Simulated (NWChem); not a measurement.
Species: iodine (I2); SMILES II

Program: NWChem. All runs use the structure optimised with PBE0-D3(BJ)/def2-TZVP. def2 effective core potentials on I; no spin-orbit coupling. Vertical excitations in the gas phase; the lowest state need not have the same character in each row.

For level Hartree-Fock/def2-SVP, TDHF:

```yaml
lowest excitation, singlet (eV): 2.71
orbital gap (eV): 9.36
```

**Question.** What are these values for level BHandHLYP/def2-SVP, full TDDFT?

**Answer.** lowest excitation, singlet (eV): 2.36
orbital gap (eV): 5.49
